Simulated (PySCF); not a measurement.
C₄H₁₂O₄Si, charge +1, doublet, at a GFN2-xTB geometry (a state made from the parent by changing its charge; the spin is typed, not shown lowest). Base run: DF-HF/pcseg-1 in PySCF.

Input for PySCF:
```python
from pyscf import gto, scf

mol = gto.M(
    atom='''
C    -0.116706   -2.242787   -1.651739
O    -0.102681   -0.884679   -1.351158
Si    0.000960   -0.000444   -0.000586
O    -0.638942    1.452848   -0.306087
C    -1.695809    1.935980   -1.071502
O    -0.777748   -0.797089    1.171520
C    -0.745073   -0.806141    2.562597
O     1.529156    0.224391    0.479747
C     2.548875    1.116982    0.165966
H    -0.545754   -2.834316   -0.843363
H     0.902139   -2.585576   -1.868711
H    -0.700107   -2.371217   -2.570587
H    -1.452188    2.965517   -1.356640
H    -2.607337    1.977752   -0.463394
H    -1.867543    1.326179   -1.958175
H     0.248344   -0.576683    2.947317
H    -1.474361   -0.088411    2.956837
H    -1.062707   -1.801419    2.892949
H     3.180563    0.695770   -0.625347
H     2.160172    2.087032   -0.142859
H     3.179340    1.223627    1.056063
''',
    basis='pcseg-1',
    charge=1,
    spin=1,
    verbose=4,
)

mf = scf.UHF(mol)
mf = mf.density_fit(auxbasis='def2-universal-jkfit')
mf.kernel()
```

Each row names what was changed in the base input (with any setting that the change needs).

```
change                                                                            ΔE vs base (mEh)  SCF cycles  <S^2>               outcome
--------------------------------------------------------------------------------  ----------------  ----------  -----  --------------------
base                                                                                         0.000          20  0.811             converged
conv_tol = 1e-7                                                                              0.000          15  0.811             converged
conv_tol = 1e-11                                                                             0.000          22  0.811             converged
init_guess = huckel                                                                         26.857          23  0.791  another SCF solution
DIIS = EDIIS                                                                                     -          50      -         not converged
level_shift = 0.1 (with mf.max_cycle = 100)                                                  0.000          24  0.811             converged
init_guess = mod_huckel                                                                      0.836          23  0.812             converged
damp = 0.5; diis_start_cycle = 5                                                             0.000          22  0.811             converged
diis = off; damp = 0.3 (with mf.diis_start_cycle = 200; with mf.max_cycle = 150)                 -         150      -         not converged
level_shift = 0.5 (with mf.max_cycle = 100)                                                  0.000          97  0.811             converged
init_guess = 1e                                                                              0.000          33  0.811             converged
DIIS = ADIIS                                                                                     -          50      -         not converged
conv_tol_grad = 1e-7                                                                         0.000          30  0.811             converged
```

A guess, shift, damping, solver or small numerical setting can't move a converged solution much, so rows marked as another SCF solution ended in a different state.

Open shells are given as the SCF converged; they aren't shown to be the lowest states, and a large step between rows can be another state.
